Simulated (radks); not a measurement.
Values are calculated unless marked as measured or tabulated.
Valence configurations of Ho+ (all share [Xe]). Code: a radial shooting solver on a logarithmic mesh with Libxc functionals. Model: scalar-relativistic Kohn-Sham, r2SCAN, spin-polarised, spherical densities, finite nucleus; open shells are filled with parallel spins first (spin-orbit coupling, left out, can overturn this in heavy ions); meta-GGA in the generalised Kohn-Sham scheme; Fermi nuclear charge, rms radius 5.2022 fm. Energies are relative to 4f11 6s1; eigenvalues in eV for spin up.

valence,E (eV),moment (Bohr magnetons),e(4f),e(5d),e(6p),e(6s)
4f11 6s1,0.000,4,-10.777,-,-,-9.467
4f10 5d1 6s1,2.579,6,-17.516,-8.669,-,-10.405
4f10 6s2,2.484,4,-20.063,-,-,-10.736
4f11 6p1,3.575,4,-12.130,-,-6.430,-
4f8 5d1 6s1 6p2,33.081,10,-41.491,-17.201,-9.547,-15.097
4f10 6s1 6p1,5.426,6,-21.144,-,-7.644,-12.038
4f10.5 6s1.5,0.587,4,-15.230,-,-,-10.145
4f8 5d3 6s1,20.130,10,-33.125,-11.996,-,-11.619
4f11 5d1,2.441,4,-9.089,-5.850,-,-
4f9 5d1 6p2,18.220,8,-30.213,-13.680,-8.535,-

NIST lists [Xe] 4f11 6s1 as the ground configuration; this level of theory agrees among the configurations tried. The energies are those of spherical high-spin densities, not of single terms.
